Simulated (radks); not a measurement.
Results of a calculation; reference values are marked as such.
All-electron atom: Pb VIII in [Xe] 4f14 5d7 (the NIST ground configuration). Code: a radial shooting solver on a logarithmic mesh with Libxc functionals. Model: Dirac Kohn-Sham, BLYP, spin-unpolarised, spherical densities, finite nucleus; open shells fill j = l - 1/2 first; Fermi nuclear charge, rms radius 5.5012 fm.

Radial electron density D(r) = 4 pi r^2 rho(r):

| r (bohr) | D(r) (e/bohr) |
|---|---|
| 0.0008095 | 9.338 |
| 0.001063 | 13.88 |
| 0.001406 | 20.58 |
| 0.00186 | 29.95 |
| 0.002442 | 42.11 |
| 0.00323 | 57.95 |
| 0.004274 | 76.50 |
| 0.005656 | 95.69 |
| 0.007423 | 111.4 |
| 0.009822 | 120.0 |
| 0.013 | 118.3 |
| 0.01706 | 110.3 |
| 0.02257 | 106.9 |
| 0.02986 | 120.0 |
| 0.0392 | 143.7 |
| 0.05186 | 153.5 |
| 0.06862 | 135.1 |
| 0.0908 | 122.0 |
| 0.1192 | 139.2 |
| 0.1577 | 137.8 |
| 0.2086 | 95.10 |
| 0.2739 | 84.60 |
| 0.3624 | 96.95 |
| 0.4794 | 68.28 |
| 0.6293 | 35.44 |
| 0.8327 | 24.90 |
| 1.102 | 16.60 |
| 1.458 | 6.563 |
| 1.913 | 1.456 |
| 2.532 | 0.1443 |
| 3.35 | 0.004814 |

D(r) has 4 maxima, at r = 0.0107, 0.0494, 0.138, 0.354 bohr, and minima at 0.0212, 0.0879, 0.251 bohr, inside which lie 2.03, 11.02, 30.10 electrons.
